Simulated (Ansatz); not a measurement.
`N=C(N)[Se][SiH3]` + `C#[C][GaH2]` → `C#C[Se][SiH3]` + `N=[C](N)[GaH2]`  (redistribution)

Isolated molecules relaxed with PBE0-D4/def2-TZVP in Ansatz; ΔE leaves out vibrations. CBS: MP2 limit from def2 TZ/QZ plus the TZ coupled-cluster correction, frozen cores. Functionals use def2-TZVPP. B3LYP here is the variant with VWN-RPA as its local correlation; programs differ in this. For Ga, Se outer-core shells are correlated without core-valence functions, which leaves a few kJ/mol of doubt a bond. Scalar relativity is left out up to krypton. Each species was taken in one conformer, which may not be the lowest.

```tsv
level	ΔE (kJ/mol)	difference from CCSD(T)/CBS
PBE-D4	60.6	-4.7
r2SCAN-D4	69.5	4.2
PBE0-D4	62.9	-2.4
B3LYP-D4	62.5	-2.8
ωB97X-V	63.0	-2.3
ωB97M-V	64.0	-1.3
B2PLYP	63.9	-1.4
PBE	58.9	-6.4
r2SCAN	69.0	3.7
PBE0	61.4	-3.9
B3LYP	59.8	-5.5
HF/def2-TZVPP	67.8	2.5
MP2/def2-TZVPP	68.6	3.3
SCS-MP2/def2-TZVPP	66.8	1.5
CCSD/def2-TZVPP	65.8	0.5
CCSD(T)/def2-TZVPP	67.3	2.0
HF/def2-QZVPP	66.9	1.6
MP2/def2-QZVPP	67.1	1.8
SCS-MP2/def2-QZVPP	65.6	0.3
HF/CBS(def2)	66.7	1.4
MP2/CBS(def2)	66.6	1.3
CCSD/CBS(def2)	63.9	-1.4
CCSD(T)/CBS	65.3	0
```

Largest T1 diagnostic among the species: 0.014.
